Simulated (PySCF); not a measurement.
CH$_{9}$AlO$_{2}$Si$_{2}$, triplet, at the geometry of the source list (a higher spin typed on purpose: for a closed-shell molecule this is an excited state), with bond 14-12 at 1.8 times its length; HF/STO-3G run with PySCF.

The PySCF input:
```python
from pyscf import gto, scf

mol = gto.M(
    atom='''
Al    0.233200    0.341400    0.330500
C     1.062400    1.710500    1.504600
H     1.718800    1.275400    2.256400
H     0.288800    2.282900    2.017200
H     1.643600    2.424700    0.920000
O    -0.892300    0.821200   -0.819400
Si   -1.968600    1.221900   -1.971500
H    -3.294700    0.889700   -1.445500
H    -1.650000    0.459900   -3.184500
H    -1.815700    2.663100   -2.189200
O     0.607800   -1.293600    0.447100
Si    0.946900   -2.881100    0.516100
H    -0.285100   -3.571500    0.904000
H     2.830780   -3.192140    2.333200
H     1.411400   -3.290800   -0.811400
''',
    basis='sto-3g',
    charge=0,
    spin=2,
    verbose=4,
)

mf = scf.UHF(mol)
mf.kernel()
mo_i, mo_e, stable_i, stable_e = mf.stability(internal=True, external=True, return_status=True, nroots=6, tol=1e-6)
print('internally stable:', stable_i, ' externally stable:', stable_e)
if not stable_i:
    umf = mf.copy()
    umf.scf_summary = {}
    umf.kernel(umf.make_rdm1(mo_i, mf.mo_occ))
mf.analyze()
```

The log (banner, timings and long lists left out):

```
PySCF version 2.14.0

[INPUT] verbose = 4
[INPUT] num. atoms = 15
[INPUT] num. electrons = 72
[INPUT] charge = 0
[INPUT] spin (= nelec alpha-beta = 2S) = 2
[INPUT] symmetry False subgroup None
[INPUT] Mole.unit = angstrom
[INPUT] Symbol           X                Y                Z      unit          X                Y                Z       unit  Magmom
[INPUT]  1 Al     0.233200000000   0.341400000000   0.330500000000 AA    0.440684132249   0.645152498927   0.624554484169 Bohr   0.0
[INPUT]  2 C      1.062400000000   1.710500000000   1.504600000000 AA    2.007645034738   3.232376536069   2.843281927021 Bohr   0.0
[INPUT]  3 H      1.718800000000   1.275400000000   2.256400000000 AA    3.248061262902   2.410156699270   4.263978027469 Bohr   0.0
[INPUT]  4 H      0.288800000000   2.282900000000   2.017200000000 AA    0.545752904774   4.314055769770   3.811955538473 Bohr   0.0
[INPUT]  5 H      1.643600000000   2.424700000000   0.920000000000 AA    3.105953858335   4.582018934233   1.738548034600 Bohr   0.0
[INPUT]  6 O     -0.892300000000   0.821200000000  -0.819400000000 AA   -1.686202620949   1.551843093493  -1.548441586469 Bohr   0.0
[INPUT]  7 Si    -1.968600000000   1.221900000000  -1.971500000000 AA   -3.720114848819   2.309056351606  -3.725595054580 Bohr   0.0
[INPUT]  8 H     -3.294700000000   0.889700000000  -1.445500000000 AA   -6.226080662605   1.681289333026  -2.731599113059 Bohr   0.0
[INPUT]  9 H     -1.650000000000   0.459900000000  -3.184500000000 AA   -3.118048105532   0.869085044687  -6.017832843677 Bohr   0.0
[INPUT] 10 H     -1.815700000000   2.663100000000  -2.189200000000 AA   -3.431175724373   5.032529642329  -4.136988431898 Bohr   0.0
[INPUT] 11 O      0.607800000000  -1.293600000000   0.447100000000 AA    1.148575538511  -2.444549714737   0.844896550293 Bohr   0.0
[INPUT] 12 Si     0.946900000000  -2.881100000000   0.516100000000 AA    1.789381667351  -5.444489937484   0.975287652888 Bohr   0.0
[INPUT] 13 H     -0.285100000000  -3.571500000000   0.904000000000 AA   -0.538760918113  -6.749156853884   1.708312416607 Bohr   0.0
[INPUT] 14 H      2.830780000000  -3.192140000000   2.333200000000 AA    5.349398918896  -6.032270351269   4.409108993835 Bohr   0.0
[INPUT] 15 H      1.411400000000  -3.290800000000  -0.811400000000 AA    2.667159452211  -6.218710730719  -1.533323777472 Bohr   0.0

nuclear repulsion = 410.559801496486
number of shells = 33
number of NR pGTOs = 153
number of NR cGTOs = 51
basis = sto-3g
ecp = {}

******** <class 'pyscf.scf.uhf.UHF'> ********
method = UHF
initial guess = minao
damping factor = 0
level_shift factor = 0
DIIS = <class 'pyscf.scf.diis.CDIIS'>
diis_start_cycle = 1
diis_space = 8
diis_damp = 0
SCF conv_tol = 1e-09
SCF conv_tol_grad = None
SCF max_cycles = 50
direct_scf = True
direct_scf_tol = 1e-13
number electrons alpha = 37  beta = 35
Set gradient conv threshold to 3.16228e-05
init E= -1000.02522040712

cycle= 1 E= -1000.29209265229  delta_E= -0.267  |g|= 0.51  |ddm|= 3.21
cycle= 2 E= -1000.48132323056  delta_E= -0.189  |g|= 0.217  |ddm|= 1.15
cycle= 3 E= -1000.51378210581  delta_E= -0.0325  |g|= 0.0348  |ddm|= 0.329
cycle= 4 E= -1000.51573531089  delta_E= -0.00195  |g|= 0.0107  |ddm|= 0.116
cycle= 5 E= -1000.51593494832  delta_E= -0.0002  |g|= 0.0055  |ddm|= 0.0307
cycle= 6 E= -1000.51601292405  delta_E= -7.8e-05  |g|= 0.00224  |ddm|= 0.0231
cycle= 7 E= -1000.5160276331  delta_E= -1.47e-05  |g|= 0.000851  |ddm|= 0.0102
cycle= 8 E= -1000.51602956798  delta_E= -1.93e-06  |g|= 0.000299  |ddm|= 0.00388
cycle= 9 E= -1000.51602979932  delta_E= -2.31e-07  |g|= 0.000108  |ddm|= 0.00134
cycle= 10 E= -1000.51602982943  delta_E= -3.01e-08  |g|= 2.51e-05  |ddm|= 0.000536
cycle= 11 E= -1000.5160298309  delta_E= -1.47e-09  |g|= 8.18e-06  |ddm|= 0.000111
cycle= 12 E= -1000.51602983106  delta_E= -1.62e-10  |g|= 3.04e-06  |ddm|= 3.17e-05
Extra cycle  E= -1000.51602983108  delta_E= -1.8e-11  |g|= 1.97e-06  |ddm|= 7.25e-06
converged SCF energy = -1000.51602983108  <S^2> = 2.0021585  2S+1 = 3.0014386
uhf_internal: lowest eigs of H = [0.37650267 0.39726397 0.49584948 0.55827725 0.57044587 0.57069716]
<class 'pyscf.scf.uhf.UHF'> wavefunction is stable in the internal stability analysis
uhf_real2complex: lowest eigs of H = [0.21159299 0.24396986 0.30500461 0.31486428 0.33296084 0.34258739]
<class 'pyscf.scf.uhf.UHF'> wavefunction is stable in the real -> complex stability analysis
uhf_external: lowest eigs of H = [-3.88067450e-02  4.21638174e-08  1.99121008e-01  2.32066405e-01
  2.48402165e-01  2.75986494e-01]
<class 'pyscf.scf.uhf.UHF'> wavefunction has an UHF/UKS -> GHF/GKS instability
internally stable: True  externally stable: False
**** SCF Summaries ****
Total Energy =                       -1000.516029831081823
Nuclear Repulsion Energy =             410.559801496485704
One-electron Energy =                -2215.243370542604680
Two-electron Energy =                  804.167539215037095
Two-electron Coulomb Energy =          888.939623839678234
DFT Exchange-Correlation Energy =      -84.772084624641138
**** MO energy ****
                             alpha | beta                alpha | beta
MO #1   energy= -67.9910334785541  | -67.9910242155326  occ= 1 | 1
MO #2   energy= -67.915380975058   | -67.907200650134   occ= 1 | 1
MO #3   energy= -57.8056528959257  | -57.8056648248031  occ= 1 | 1
MO #4   energy= -20.0506456239209  | -20.0463358797561  occ= 1 | 1
MO #5   energy= -20.0331442481356  | -20.03298708517    occ= 1 | 1
MO #6   energy= -10.9429652786823  | -10.9431087991484  occ= 1 | 1
MO #7   energy= -5.96989530368425  | -5.96987856792428  occ= 1 | 1
MO #8   energy= -5.91356623857549  | -5.89887722271852  occ= 1 | 1
MO #9   energy= -4.73033050327854  | -4.73034198697903  occ= 1 | 1
MO #10  energy= -3.99560378241502  | -3.99556081461522  occ= 1 | 1
MO #11  energy= -3.99538508450672  | -3.99537706849492  occ= 1 | 1
MO #12  energy= -3.99532023995967  | -3.99531227893037  occ= 1 | 1
MO #13  energy= -3.94817194362343  | -3.92707841880455  occ= 1 | 1
MO #14  energy= -3.93265896971829  | -3.9267296653283   occ= 1 | 1
MO #15  energy= -3.93241295265604  | -3.91230471485548  occ= 1 | 1
MO #16  energy= -2.96130489029194  | -2.96143095204642  occ= 1 | 1
MO #17  energy= -2.95909082672943  | -2.95939221949476  occ= 1 | 1
MO #18  energy= -2.95889802263034  | -2.9586605384547   occ= 1 | 1
MO #19  energy= -1.15037332492702  | -1.13837801351107  occ= 1 | 1
MO #20  energy= -1.13147846650609  | -1.12272351166771  occ= 1 | 1
MO #21  energy= -0.855404874561465 | -0.855706402633649 occ= 1 | 1
MO #22  energy= -0.664919575423845 | -0.663124018844171 occ= 1 | 1
MO #23  energy= -0.643728212693917 | -0.59481869187348  occ= 1 | 1
MO #24  energy= -0.489125490692461 | -0.488341512192364 occ= 1 | 1
MO #25  energy= -0.487254610779132 | -0.485161095888829 occ= 1 | 1
MO #26  energy= -0.485096448880045 | -0.468858558908272 occ= 1 | 1
MO #27  energy= -0.478144105491344 | -0.448011155161441 occ= 1 | 1
MO #28  energy= -0.448366224319225 | -0.447822988536306 occ= 1 | 1
MO #29  energy= -0.448076643481904 | -0.418574123497112 occ= 1 | 1
MO #30  energy= -0.439435969358131 | -0.401734929221308 occ= 1 | 1
MO #31  energy= -0.41028406736508  | -0.362188722984061 occ= 1 | 1
MO #32  energy= -0.388553839313549 | -0.304319417626629 occ= 1 | 1
MO #33  energy= -0.329490801903394 | -0.282774422424885 occ= 1 | 1
MO #34  energy= -0.310344234238249 | -0.276950741997708 occ= 1 | 1
MO #35  energy= -0.278199853430044 | -0.270192307430227 occ= 1 | 1
MO #36  energy= -0.275135243679647 | 0.211157454398934  occ= 1 | 0
MO #37  energy= -0.176474809838261 | 0.353674386983626  occ= 1 | 0
MO #38  energy= 0.382572959999449  | 0.38346110745033   occ= 0 | 0
MO #39  energy= 0.383126698763083  | 0.393212441157052  occ= 0 | 0
MO #40  energy= 0.511277218733727  | 0.511908873756156  occ= 0 | 0
MO #41  energy= 0.531784306775949  | 0.544304384892339  occ= 0 | 0
MO #42  energy= 0.557303641913147  | 0.591111869609987  occ= 0 | 0
MO #43  energy= 0.599996453072439  | 0.602731568501627  occ= 0 | 0
MO #44  energy= 0.607308459146373  | 0.609032347137671  occ= 0 | 0
MO #45  energy= 0.613383086996313  | 0.646066355219366  occ= 0 | 0

To work with the spin densities directly, `use mulliken_meta_spin()` only printing them here.

 ** Mulliken spin pop alpha/beta on meta-lowdin orthogonal AOs **
 ** Mulliken Spin Density (per AO)  **
spin_pop of  0 Al 1s       -0.00000
spin_pop of  0 Al 2s       -0.00000
spin_pop of  0 Al 3s        0.00069
spin_pop of  0 Al 2px      -0.00000
spin_pop of  0 Al 2py       0.00000
spin_pop of  0 Al 2pz      -0.00000
spin_pop of  0 Al 3px      -0.00215
spin_pop of  0 Al 3py      -0.00011
spin_pop of  0 Al 3pz      -0.00111
spin_pop of  1 C 1s        0.00000
spin_pop of  1 C 2s       -0.00076
spin_pop of  1 C 2px      -0.00053
spin_pop of  1 C 2py      -0.00140
spin_pop of  1 C 2pz      -0.00094
spin_pop of  2 H 1s        0.00020
spin_pop of  3 H 1s        0.00010
spin_pop of  4 H 1s        0.00012
spin_pop of  5 O 1s        0.00000
spin_pop of  5 O 2s        0.00085
spin_pop of  5 O 2px       0.00051
spin_pop of  5 O 2py       0.00125
spin_pop of  5 O 2pz       0.00047
spin_pop of  6 Si 1s        0.00000
spin_pop of  6 Si 2s       -0.00000
spin_pop of  6 Si 3s        0.00011
spin_pop of  6 Si 2px       0.00000
spin_pop of  6 Si 2py      -0.00000
spin_pop of  6 Si 2pz       0.00000
spin_pop of  6 Si 3px       0.00030
spin_pop of  6 Si 3py      -0.00003
spin_pop of  6 Si 3pz       0.00035
spin_pop of  7 H 1s       -0.00005
spin_pop of  8 H 1s       -0.00008
spin_pop of  9 H 1s        0.00012
spin_pop of  10 O 1s       -0.00000
spin_pop of  10 O 2s        0.00764
spin_pop of  10 O 2px       0.06053
spin_pop of  10 O 2py      -0.00605
spin_pop of  10 O 2pz       0.05361
spin_pop of  11 Si 1s        0.00000
spin_pop of  11 Si 2s        0.00000
spin_pop of  11 Si 3s        0.19780
spin_pop of  11 Si 2px       0.00005
spin_pop of  11 Si 2py      -0.00003
spin_pop of  11 Si 2pz       0.00004
spin_pop of  11 Si 3px       0.31560
spin_pop of  11 Si 3py       0.01590
spin_pop of  11 Si 3pz       0.28499
spin_pop of  12 H 1s        0.03688
spin_pop of  13 H 1s        0.99739
spin_pop of  14 H 1s        0.03771
 ** Mulliken Spin Density (per atom)  **
spin density of  0 Al =     -0.00268
spin density of  1 C =     -0.00363
spin density of  2 H =      0.00020
spin density of  3 H =      0.00010
spin density of  4 H =      0.00012
spin density of  5 O =      0.00308
spin density of  6 Si =      0.00074
spin density of  7 H =     -0.00005
spin density of  8 H =     -0.00008
spin density of  9 H =      0.00012
spin density of  10 O =      0.11573
spin density of  11 Si =      0.81437
spin density of  12 H =      0.03688
spin density of  13 H =      0.99739
spin density of  14 H =      0.03771
 ** Mulliken pop alpha/beta on meta-lowdin orthogonal AOs **
 ** Mulliken pop       alpha | beta **
In total            37.00000 | 35.00000
 ** Mulliken atomic charges   ( Nelec_alpha | Nelec_beta ) **
charge of  0Al =      0.89340  (     6.05196      6.05464 )
charge of  1C =     -0.30804  (     3.15221      3.15583 )
charge of  2H =      0.01256  (     0.49382      0.49362 )
charge of  3H =      0.01214  (     0.49398      0.49388 )
charge of  4H =      0.01212  (     0.49400      0.49388 )
charge of  5O =     -0.54135  (     4.27222      4.26913 )
charge of  6Si =      0.72877  (     6.63598      6.63525 )
charge of  7H =     -0.16499  (     0.58247      0.58252 )
charge of  8H =     -0.16497  (     0.58244      0.58252 )
charge of  9H =     -0.16655  (     0.58333      0.58321 )
charge of  10O =     -0.50477  (     4.31025      4.19452 )
charge of  11Si =      0.54045  (     7.13696      6.32259 )
charge of  12H =     -0.17334  (     0.60511      0.56823 )
charge of  13H =     -0.00215  (     0.99977      0.00238 )
charge of  14H =     -0.17328  (     0.60550      0.56778 )
Dipole moment(X, Y, Z, Debye):  0.30116, -0.01406,  0.21370
```
